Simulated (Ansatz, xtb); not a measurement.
Two structures of CHFSn

We compare X, `F[CH]=[Sn]`, a singlet, with Y, a triplet given by its coordinates. Both are isolated molecules in the gas phase, relaxed with r2SCAN-D4/def2-SVP.

X (Å):

```json
{"atom": "C", "x (Å)": "-2.6440", "y (Å)": "-1.3336", "z (Å)": "0.2243"}
{"atom": "F", "x (Å)": "-3.3732", "y (Å)": "-2.1604", "z (Å)": "0.9944"}
{"atom": "Sn", "x (Å)": "-2.3761", "y (Å)": "0.6942", "z (Å)": "0.3718"}
{"atom": "H", "x (Å)": "-2.1439", "y (Å)": "-1.9008", "z (Å)": "-0.5869"}
```

Y (Å):

```xyz
4

C    -3.1950   -1.9132    0.1507
F    -2.1357    0.9298    0.3662
Sn   -1.3604   -0.8666    0.5519
H    -3.8241   -2.8072    0.0172
```

Close contacts (Å): C1–Sn3 2.15, F2–Sn3 1.97, C1–H4 1.10.

Which of the two would you expect CCSD(T)/def2-TZVPP electronic energies to favour?

Structure X; the calculation gives E(Y) − E(X) = +11.4 kcal/mol.

Level by level:

| level | geometry | E(Y) − E(X) (kcal/mol) | departure from the last row (kcal/mol) | job, with rough time for the two |
| --- | --- | --- | --- | --- |
| r2SCAN-D4/def2-SVP | r2SCAN-D4/def2-SVP | +9.5 | −2.0 | optimisation, 1.8 min |
| HF/def2-TZVPP | r2SCAN-D4/def2-SVP | −23.7 | −35.2 | part of the CCSD(T) run |
| MP2/def2-TZVPP | r2SCAN-D4/def2-SVP | +13.4 | +2.0 | part of the CCSD(T) run |
| CCSD(T)/def2-TZVPP | r2SCAN-D4/def2-SVP | +11.4 |  | single point, 3 min |

HF/def2-TZVPP puts the two in the other order. The largest departure from CCSD(T)/def2-TZVPP is that of HF/def2-TZVPP, 35.2 kcal/mol. Levels run at GFN2-xTB geometries aren't shown. The triplet state of Y needn't be its ground state.

With harmonic frequencies from r2SCAN-D4/def2-SVP (ideal gas, rigid rotor, one conformer each, 298.15 K, 1 atm): on the last row, ΔE + ΔZPE = +8.9, ΔH = +9.4, ΔG = +7.7 kcal/mol.

Open shells are spin-unrestricted. The correlated steps freeze 6 core orbitals; the filled d shell of Sn is correlated, in a basis made for valence electrons. Atoms past krypton carry core potentials in the def2 sets and no spin–orbit term is included. ΔG holds the spin degeneracy. Run with Ansatz 0.2.0; the last row on 1 thread of AMD EPYC 7R43 64-Core Processor (Zen 3) on a shared host.
